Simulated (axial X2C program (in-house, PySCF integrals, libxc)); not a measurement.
# Potential curves of Sb₂⁺, spin-free

Computed with an axial X2C code built on PySCF integrals. Spin-free means the one-electron spin-free X2C Hamiltonian. Basis: Sb dyall-cv3z [11s12p8d4f1g] (cores contracted in-house); Gaussian nuclei, density fitting, unrestricted open shells. Masses: Sb 120.904 u.

State: M_S = 1/2, Λ = 1 (beyond evenly filled blocks: π+α, π+β, π-α). Energies in kJ/mol from the fragments at the same level (Sb+ + Sb). Fits are polynomials in 1 − R0/R over 0.85 to 1.23 times the lowest point R0.

```csv
R (Å),CCSD
2.3514,-203.32
2.4290,-236.29
2.5065,-254.17
2.5840,-260.50
2.6744,-256.97
2.7649,-244.93
2.8812,-221.10
```

Correlated methods: 9 electrons correlated (number of frozen shells: Sb 4 s, 3 p, 2 d), 319 virtual spin orbitals or spinors in MP2, 90 natural virtuals in coupled cluster.

The state is a single determinant with fixed occupations, the lowest that a limited PBE0 search found. De is counted from the lowest determinant-based energies of the atoms at the same level, without counterpoise correction. CCSD ran in a truncated set of natural virtual spinors with an MP2 remainder; without triples it tends to underbind. With the outer-core shells frozen, correlated bond lengths of heavy atoms tend to come out a few hundredths of an ångström too long. Spin-free De lacks the spin–orbit lowering of the heavy p-block atom, a tenth of an eV or more for 4p and 5p, up to an eV for 6p and one to two eV for 7p atoms, less what an open-shell molecule gains itself. Coupled cluster ran on the points near the minimum only. MP2 and coupled cluster on one determinant become unreliable at the stretched end.

Question: Fit the CCSD curve near its minimum: give the equilibrium distance, the harmonic wavenumber and the well depth.

Answer: At CCSD, spin-free: Re = 2.598 Å, ωe ≈ 253 cm⁻¹, De = 2.70 eV to Sb+ + Sb; Be follows as 0.0413 cm⁻¹.
